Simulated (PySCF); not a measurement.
Sn: electron affinity

Sn⁻ [Kr] 4d10 5s2 5p3 (4S) → Sn [Kr] 4d10 5s2 5p2 (3P), as a difference of total energies. Calculation: PySCF 2.14, in aug-cc-pwCVTZ-DK3; scalar relativity by spin-free X2C-1e. Correlated levels: valence: [Kr] 4d10 frozen; valence and next inner shell: [Ar] 3d10 frozen. The calculations carry no spin-orbit coupling.

```csv
method,electron affinity (eV)
UHF,0.955
LDA,1.553
PBE,1.420
PBE0,1.414
r2SCAN,1.516
BHandHLYP,1.188
BP86,1.516
TPSS,1.377
MP2 (valence),1.359
SCS-MP2 (valence),1.218
MP2 (valence and next inner shell),1.407
SCS-MP2 (valence and next inner shell),1.241
```

Question: How much does correlation contribute at MP2 (valence and next inner shell)?

Answer: 1.407 − (0.955) = 0.452 eV, measured against UHF.

A first-order spin-orbit estimate (lowest level to lowest level, LS coupling) adds -0.252 eV.

Errors of the correlated levels include the incompleteness of this basis and the frozen core.

In the anion the highest occupied orbital energy is positive at LDA, PBE, PBE0, r2SCAN, BP86, TPSS, a self-interaction effect; the basis confines that electron, and the energy difference can still be sensible.

For comparison: 1.112 eV (measured; photodetachment measurements, as compiled on the Wikipedia data page of electron affinities).
